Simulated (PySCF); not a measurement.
# Fine-structure interval of Er⁵⁹⁺ by level of theory

Er⁵⁹⁺ [He] 2s2 2p5 [2p1/2^2 2p3/2^3, M_J = 3/2] → Er⁵⁹⁺ [He] 2s2 2p5 [2p1/2^1 2p3/2^4, M_J = 1/2], as a difference of total energies. Calculation: PySCF 2.14, in an even-tempered Gaussian basis (17 s from 41 bohr⁻², ratio 2.4; 13 p from 53 bohr⁻², ratio 2.4; 5 d from 190 bohr⁻², ratio 2.6; 4 f from 280 bohr⁻², ratio 2.6); the two-component X2C-1e Hamiltonian. Correlated levels: nothing frozen; the 30 highest virtual spinors dropped. "Screened" scales the spin-orbit matrix elements by Boettger's factors to mimic the two-electron term; Breit and QED terms are absent.

```json
{"method": "GHF (screened spin-orbit)", "fine-structure interval (cm⁻¹)": "7697400"}
{"method": "GMP2 (screened spin-orbit)", "fine-structure interval (cm⁻¹)": "7698700"}
{"method": "GHF (bare spin-orbit)", "fine-structure interval (cm⁻¹)": "7953100"}
```
